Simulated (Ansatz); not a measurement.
Start from `CBN` and change one atom or group to get `CB(N)[SiH2][SiH3]`.

Ansatz, PBE0-D4/def2-TZVP geometries, multiplicity 1. Each molecule was computed in one conformer, which needn't be the lowest.

| property | `CBN` |
| --- | --- |
| LUMO energy (PBE/def2-TZVPP) / eV | -0.18 |
| size of the dipole moment (B3LYP/def2-TZVPP) / D | 1.56 |
| LUMO energy (B3LYP/def2-TZVPP) / eV | 0.57 |
| HOMO energy (PBE/def2-TZVPP) / eV | -6.95 |
| HOMO–LUMO gap (B3LYP/def2-TZVPP) / eV | 8.65 |
| HOMO–LUMO gap (PBE0/def2-TZVPP) / eV | 9.14 |

Problem. Give the same properties after the change, and the shifts. (An estimate is asked.)

Solution. Ansatz gave: 
```json
{"property": "LUMO energy (PBE/def2-TZVPP) / eV", "`CB(N)[SiH2][SiH3]`": "-1.28", "shift": "-1.10"}
{"property": "size of the dipole moment (B3LYP/def2-TZVPP) / D", "`CB(N)[SiH2][SiH3]`": "2.50", "shift": "0.94"}
{"property": "LUMO energy (B3LYP/def2-TZVPP) / eV", "`CB(N)[SiH2][SiH3]`": "-0.55", "shift": "-1.12"}
{"property": "HOMO energy (PBE/def2-TZVPP) / eV", "`CB(N)[SiH2][SiH3]`": "-6.34", "shift": "0.61"}
{"property": "HOMO–LUMO gap (B3LYP/def2-TZVPP) / eV", "`CB(N)[SiH2][SiH3]`": "6.72", "shift": "-1.93"}
{"property": "HOMO–LUMO gap (PBE0/def2-TZVPP) / eV", "`CB(N)[SiH2][SiH3]`": "7.08", "shift": "-2.06"}
```

With PBE0 the HOMO rises by 0.85 eV and the LUMO falls by 1.21 eV, so the gap narrows by about 2.06 eV. PBE moves the HOMO by 0.61 eV and ωB97M-V by 1.22 eV. Dipoles are sizes alone; their direction can turn.

B3LYP here is the variant with VWN-RPA as its local correlation; programs differ in this.
